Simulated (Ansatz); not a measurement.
**CH6ClSbSi (SMILES [CH3][Sb]([SiH3])[Cl]): name the method**

CH6ClSbSi: 10 atoms, total charge 0, spin state singlet. As SMILES, `[CH3][Sb]([SiH3])[Cl]`. The shape is that of a PBE0-D4/def2-TZVP optimisation.

```xyz
10

C    -0.4690    1.6676   -0.0450
Sb   -0.8590   -0.0440    1.2061
Si    1.0111   -1.4448    0.1044
Cl   -2.5176   -0.9711   -0.2172
H    -0.3982    1.3574   -1.0862
H    -1.2826    2.3819    0.0765
H     0.4685    2.1297    0.2711
H     0.8291   -2.8799    0.4418
H     0.9684   -1.2579   -1.3695
H     2.3326   -0.9899    0.6211
```

A calculation with Ansatz 0.2.0 gave:

| Quantity | Value |
| --- | --- |
| total energy | -1031.6531 Eh |
| dipole moment | 2.48 D |
| HOMO energy | -5.92 eV |
| LUMO energy | -2.24 eV |
| HOMO–LUMO gap | 3.68 eV |
| largest force | 0.604 eV/Å |

Task: Which of these levels gave the numbers?
A. PBE/def2-SVP (core potential)
B. PBE/3-21G
C. revPBE-D3(BJ)-ATM/def2-TZVP (core potential)
D. HF/3-21G

Result: C. The others give -7074.7490 Eh (PBE/3-21G), -7071.5320 Eh (HF/3-21G), -1031.0111 Eh (PBE/def2-SVP (core potential)).
